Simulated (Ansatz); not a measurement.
GeH4S2, SMILES `[SH][GeH2][SH]`, charge 0, multiplicity 1.

(1) Give a relaxed structure at PBE0-D4/def2-TZVP (Ansatz). (Best estimate.)

Answers

(1) Computed: 
Cartesian coordinates in Å:
```
S -0.465 -0.699 -1.830
Ge 0.538 -0.341 0.120
S 0.519 1.782 0.774
H -1.704 -0.600 -1.323
H -0.133 -1.205 1.198
H 2.011 -0.693 -0.102
H -0.766 1.755 1.162
```
Point group Cs.
